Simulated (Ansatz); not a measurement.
Results of the Gaussian-basis code of Ansatz.

A structure relaxed at PBE0-D4/def2-TZVP, charge 0, multiplicity 1:

```csv
atom,x (Å),y (Å),z (Å)
C1,-0.1590,1.8340,-1.0928
C2,0.4512,1.0529,0.0633
N3,-0.3979,0.0116,0.5951
C4,-1.5378,0.4944,1.3326
Ga5,-0.0521,-1.7661,0.3498
C6,1.5535,-2.2427,-0.6763
H7,0.5379,2.5957,-1.4523
H8,-0.3956,1.1653,-1.9245
H9,-1.0790,2.3426,-0.7971
H10,1.3905,0.6025,-0.2728
H11,0.7183,1.7561,0.8683
H12,-2.2396,1.0648,0.7094
H13,-1.2302,1.1520,2.1594
H14,-2.0923,-0.3426,1.7621
H15,-1.0939,-2.7316,1.0108
H16,1.5432,-1.7620,-1.6576
H17,2.4537,-1.9057,-0.1552
H18,1.6289,-3.3210,-0.8221
```

Give its formula and SMILES.

C4H12GaN, `CC[N](C)[GaH][CH3]`.

Point group (tolerance 0.08 Å, 0.16 Å for H)?

C1.

Summarise the bond lengths by kind.

1 × C–C 1.523 Å; 11 × C–H 1.091 to 1.102 Å; 2 × C–N 1.441 to 1.445 Å; 1 × Ga–N 1.828 Å; 1 × C–Ga 1.964 Å; 1 × Ga–H 1.567 Å.
